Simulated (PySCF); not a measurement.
The numbers are results of B3LYP-D3(BJ)/def2-TZVP // PBE0-D4/def2-SVP (PySCF 2.14.0), not measurements. All species are isolated molecules in the gas phase. One relaxed conformer stands for a flexible species; it need not be the lowest. B3LYP has the VWN-RPA correlation part, as in Gaussian. Excitations are Tamm–Dancoff values on a coarser integration grid. The basis has no diffuse functions, so Rydberg states are missing or too high.

Reference species (SMILES): `COC([SiH3])([SiH3])[SiH3]` (C–O–C–Si torsion 64°) (neutral, multiplicity 1).

| Item | Result |
|---|---|
| S1 excitation (TDA) | 5.80 eV |
| S1–T1 gap (TDA) | 0.38 eV |
| HOMO–LUMO gap | 6.82 eV |

Changed species: `COC([SiH3])([SiH3])OC` (C–O–C–Si torsion -170°, Si–C–O–C torsion -51°) (2 of 4 OCH3 replaced by SiH3; the reference has 3 of 4 OCH3 replaced by SiH3).

**Question.** Predict the effect on the S1 excitation (TDA), S1–T1 gap (TDA) and HOMO–LUMO gap.

**Answer.** the S1 excitation (TDA) increases by 0.62 eV, to 6.42 eV; the S1–T1 gap (TDA) goes up by 0.11 eV, to 0.49 eV; the HOMO–LUMO gap rises by 0.48 eV, to 7.30 eV.
